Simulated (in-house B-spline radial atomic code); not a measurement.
**Functionals against ionisation energies along an isoelectronic series: Ga to Rb⁶⁺**

Ionisation energies as differences of self-consistent total energies from an all-electron radial atomic-structure program (B-spline basis): all electrons, radial basis limit, scalar-relativistic (one-electron X2C), spin-polarised at highest spin, spherical densities; exact exchange is averaged over the determinants of each configuration. No spin-orbit coupling, Breit or QED terms. NIST's values run from ground level to ground level, so in open shells the differences also hold multiplet and fine-structure energies that spherical high-spin averages miss. Columns give computed minus NIST, in eV; a star marks a semi-empirical value. Species are left out where the tabulated value is theory, is uncertain by more than 0.12 eV, or (13 ions, such as In⁴⁺, Te⁴⁺ and Bi⁴⁺) lies off its series for all methods alike, which flatters the means a little.

| species | shell | NIST (eV) | LDA VWN5 | SCAN | B3LYP | TPSSh |
| --- | --- | --- | --- | --- | --- | --- |
| Ga | 4p | 6.00 | +0.03 | -0.14 | -0.04 | -0.18 |
| Ge⁺ | 4p | 15.93 | -0.02 | -0.23 | -0.11 | -0.29 |
| As²⁺ | 4p | 28.35 ± 0.01 | -0.07 | -0.32 | -0.17 | -0.39 |
| Se³⁺ | 4p | 42.95 | -0.09 | -0.39 | -0.21 | -0.48 |
| Br⁴⁺ | 4p | 59.59 ± 0.03 | ? | ? | ? | ? |
| Rb⁶⁺ | 4p | 98.67 ± 0.04* | -0.03 | -0.48 | -0.19 | -0.58 |

Q: What are the differences for Br⁴⁺ ([Ar] 3d10 4s2 4p1)?

A: LDA VWN5 -0.11; SCAN -0.46; B3LYP -0.24; TPSSh -0.55 eV.

Q: How do the methods rank, and which species is hardest?

A: Mean absolute (signed) differences: LDA VWN5 0.06 (-0.05) eV; B3LYP 0.16 (-0.16) eV; SCAN 0.34 (-0.34) eV; TPSSh 0.41 (-0.41) eV. For Br⁴⁺, which loses a 4p electron, the nearest method is off by -0.11 eV, the largest such miss.
